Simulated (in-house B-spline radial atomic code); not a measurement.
Total energies of neutral atoms against the large-Z expansion E = -0.768745 Z^(7/3) + Z²/2 - 0.269900 Z^(5/3) hartree (Thomas-Fermi, Scott, and Dirac-Schwinger terms). The Hartree-Fock values are computed with an all-electron radial atomic-structure program (B-spline basis): non-relativistic, point nucleus, average of the ground configuration.

```csv
atom,Thomas-Fermi,three terms,Hartree-Fock,three terms less HF
Mg,-253.44,-198.41,-199.615,1.20
Al,-305.48,-240.38,-241.877,1.50
Si,-363.15,-287.09,-288.835,1.74
P,-426.57,-338.70,-340.649,1.95
S,-495.90,-395.32,-397.479,2.16
Cl,-571.25,-457.09,-459.482,2.39
Ar,-652.76,-524.12,-526.818,2.69
K,-740.53,-596.54,?,?
Ca,-834.68,-674.45,?,?
Sc,-935.32,-757.96,-759.736,1.77
```

(1) What is the Hartree-Fock energy of K?

(2) What is the Hartree-Fock energy of Ca?

(3) How good is each level?

Results:

(1) -599.165 hartree; the three-term formula lies 2.62 hartree (0.44 %) above it.

(2) -676.758 hartree; the three-term formula lies 2.31 hartree (0.34 %) above it.

(3) Over these atoms Thomas-Fermi alone overbinds by 23.1 to 27.0 %, and the three-term formula is within 0.62 %; what remains oscillates with the shell structure.
